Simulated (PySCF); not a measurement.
Computed IR spectrum (relative IR intensity) of a molecule C4H9N. Geometry optimised at PBE0-D3(BJ)/def2-SVP. One conformer was computed; it need not be the lowest. These are PySCF with PBE0-D3(BJ)/def2-SVP values and carry that method's errors. Harmonic, unscaled wavenumbers; measured fundamentals usually lie a few per cent lower.

ν (cm⁻¹): 281 (w), 295 (vw), 567 (w), 952 (vw), 1007 (w), 1084 (vw), 1105 (w), 1181 (w), 1270 (m), 1368 (w), 1385 (m), 1407 (m), 1437 (m), 1452 (m), 1461 (vw), 1480 (w), 1793 (vs), 3000 (s), 3045 (w), 3050 (w), 3073 (m), 3125 (w), 3130 (w), 3138 (m), 3172 (w), 3192 (w) (against the strongest line: vs over 80 %, s over 45 %, m over 15 %, w over 4 %, vw less)

Pick the molecule that these values belong to.
A) CC1(N)CC1
B) CNC1CC1
C) CN=C(C)C
D) C1CCNC1

C, CN=C(C)C
